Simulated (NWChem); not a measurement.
Molecule: SiBiH$_{5}$; SMILES [BiH2][SiH3]

Results from NWChem. All runs use the structure optimised with PBE0/def2-SVP. No frequency run checked for a minimum. def2 effective core potentials on Bi; no spin-orbit coupling. Ions are spin-unrestricted doublets at the neutral geometry; other ion states weren't tried.

For level PBE/def2-SVP:

- −ε(HOMO) (eV) = 6.32

Question: How do the values read with level CAM-B3LYP/def2-SVP instead?

Answer: 
| Item | Value |
|---|---|
| −ε(HOMO) (eV) | 8.39 |
